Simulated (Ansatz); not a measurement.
A structure relaxed at PBE0-D4/def2-TZVP, charge 0, multiplicity 1:

| atom | x (Å) | y (Å) | z (Å) |
| --- | --- | --- | --- |
| F1 | -2.128 | -0.134 | -0.461 |
| B2 | -0.976 | 0.509 | -0.131 |
| Cl3 | -1.119 | 2.310 | 0.095 |
| N4 | 0.208 | 0.118 | -1.121 |
| B5 | 0.916 | -0.616 | 0.103 |
| F6 | 0.948 | -1.963 | -0.082 |
| Cl7 | 2.506 | 0.154 | 0.542 |
| N8 | -0.253 | -0.197 | 1.101 |
| H9 | -0.075 | -0.512 | -1.864 |
| H10 | 0.721 | 0.898 | -1.514 |
| H11 | 0.021 | 0.420 | 1.855 |
| H12 | -0.768 | -0.986 | 1.477 |

(1) Give its formula and SMILES.

(2) Point group (tolerance 0.08 Å, 0.16 Å for H)?

(3) Summarise the bond lengths by kind.

Answers

(1) B2Cl2F2H4N2, `F[B@-]1(Cl)[NH2+][B@@-](F)(Cl)[NH2+]1`.

(2) C2v.

(3) 2 × B–F 1.359 Å; 2 × B–Cl 1.820 Å; 4 × B–N 1.593 Å; 4 × H–N 1.012 to 1.015 Å.

All numbers were calculated with Ansatz.
